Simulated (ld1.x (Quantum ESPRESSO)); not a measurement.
What one change does to a pseudopotential (Hf (Z = 72), RRKJ)

ld1.x (Quantum ESPRESSO) 7.5 input, shortened:

```
&input
   title='Hf', zed=72., rel=1, dft='PZ', iswitch=3,
   config='[Xe] 4f14 5d2 6s1 6p1'
 /
 &inputp
   pseudotype=2, tm=.false., rho0=0.005, lloc=-1, rcloc=2.70,
   nlcc=.true.
 /
3
6S  1  0   1.00   0.00  3.05  3.05  0.0
6P  2  1   1.00   0.00  3.00  3.00  0.0
5D  3  2   2.00   0.00  2.30  2.30  0.0
 &test
   configts(1)='5d2 6s1 6p1'
 /
```

Change: wave 5d (bound): rc 2.30 bohr becomes 5d (bound): rc 1.76 bohr.

Cutoffs: the cutoffs (Ry, on a coarse ladder) from which the occupation-weighted sum of valence levels, in a spherical-Bessel basis at the reference potential, stays within 10 and 1 mRy of its value at 400 Ry; they do not see the model core or the augmentation charge, which bear on the density cutoff. Errors are all-electron minus pseudo energies relative to the spin-unpolarised reference configuration.

Predict the effect on cutoff, ghosts and configuration errors.

The potential gets harder (21 Ry and 25 Ry → 21 Ry and 50 Ry); both files keep a bound ghost (s); of the 9 tests that both files solve, the error grows in 0 and shrinks in 1 by more than 15 % and 0.3 meV (median size 19.9 → 20.0 meV). A smaller radius makes the pseudo-wave follow the all-electron one further in, where it bends more sharply, so more plane waves are needed.

| quantity | base | changed |
| --- | --- | --- |
| cutoff, loose | 21 Ry | 21 Ry |
| cutoff, tight | 25 Ry | 50 Ry |
| bound ghosts | s | s |
| error for 5d2 6s2 6p0, meV [ΔE -3.91 eV] | +0.9 | +0.9 |
| error for 5d2 6s1 6p0, meV [ΔE 4.29 eV] | -3.8 | -3.9 |
| error for 5d2 6s0 6p0, meV [ΔE 18.79 eV] | -20 | -20 |
| error for 5d2 6s0 6p1, meV [ΔE 9.08 eV] | +2.1 | +2.1 |
| error for 5d1 6s2 6p0, meV [ΔE 2.82 eV] | +48 | +46 |
| error for 5d1 6s2 6p1, meV [ΔE -1.83 eV] | +3.4 | +0.9 |
| error for 5d3 6s1 6p0, meV [ΔE -1.33 eV] | -35 | -36 |
| error for 5d2 6s1 6p1 (spin-polarised), meV [ΔE -1.50 eV] | +113 | +113 |
| error for 5d2 6s2 6p0 (spin-polarised), meV [ΔE -4.35 eV] | +77 | +77 |
| s: phases at 3.29 bohr within 0.05 rad from the reference energy up to (Ry; the scan ends near 5) | -0.1 | -0.1 |
| p: phases at 3.29 bohr within 0.05 rad from the reference energy up to (Ry; the scan ends near 5) | 0.2 | 0.2 |
| d: phases at 3.29 bohr within 0.05 rad from the reference energy up to (Ry; the scan ends near 5) | 1.3 | 1.3 |

 A true bound ghost makes a file unfit for plane-wave use even where its test errors are small: the radial tests pick states by their node count and pass the ghost by.
